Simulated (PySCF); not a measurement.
# Basis and Hamiltonian dependence of the ionisation energy of Rh⁺

Rh⁺ [Kr] 4d8 (3F) → Rh²⁺ [Kr] 4d7 (4F). All values are computed (PySCF 2.14, energy differences of UHF-based or UKS calculations, no spin-orbit coupling). Values in eV.

```tsv
basis	Hamiltonian	functions	UHF	r2SCAN	PBE0	MP2 (valence)	CCSD(T) (valence)	CCSD(T) (valence and next inner shell)
def2-SVP with the def2 core potential (28 electrons)	ECP	31	16.266	18.197	18.210	17.260	n/a	n/a
ANO-RCC-VDZP	spin-free X2C	43	16.617	n/a	n/a	18.168	18.030	n/a
aug-cc-pVDZ-PP with ECP28MDF	ECP	54	16.131	18.069	18.089	17.647	17.585	n/a
def2-TZVPPD with the def2 core potential (28 electrons)	ECP	56	16.166	18.107	18.131	17.813	17.720	17.724
x2c-TZVPall	spin-free X2C	63	16.162	18.196	n/a	17.434	n/a	n/a
cc-pVTZ-PP with ECP28MDF	ECP	63	16.108	n/a	18.084	17.785	n/a	n/a
ANO-RCC-VTZP	spin-free X2C	68	16.151	18.196	18.195	17.886	17.783	17.833
aug-cc-pwCVDZ-PP with ECP28MDF	ECP	70	16.111	18.061	18.081	17.729	17.631	17.588
def2-QZVPPD with the def2 core potential (28 electrons)	ECP	88	16.157	18.105	18.127	17.923	17.824	n/a
aug-cc-pVTZ-PP with ECP28MDF	ECP	88	16.107	18.058	18.083	17.867	17.775	n/a
x2c-TZVPPall with one added diffuse shell each of s, p, d, f type	spin-free X2C	95	16.152	18.187	18.179	17.868	17.769	17.813
aug-cc-pVTZ-PP with one added diffuse shell each of s, p, d, f, g type with ECP28MDF	ECP	113	16.107	18.058	18.082	17.870	n/a	n/a
aug-cc-pwCVTZ-PP with ECP28MDF	ECP	122	16.098	18.056	18.078	17.907	n/a	n/a
aug-cc-pV5Z-PP with ECP28MDF	ECP	197	16.096	n/a	n/a	n/a	n/a	n/a
```

Frozen in the all-electron rows: valence: [Kr]; valence and next inner shell: [Ar] 3d10; with a core potential, the same shells as far as they lie outside it.

At UHF, ANO-RCC-VDZP lies more than 0.3 eV from the median of the rows with comparable relativity. Sets contracted for the neutral atom can be stiff in a shell that they treat as core.

Between the lowest levels the reference is 18.08 eV (semi-empirical (NIST evaluation); NIST Atomic Spectra Database, ionization energies); it includes spin-orbit coupling, which these numbers lack.
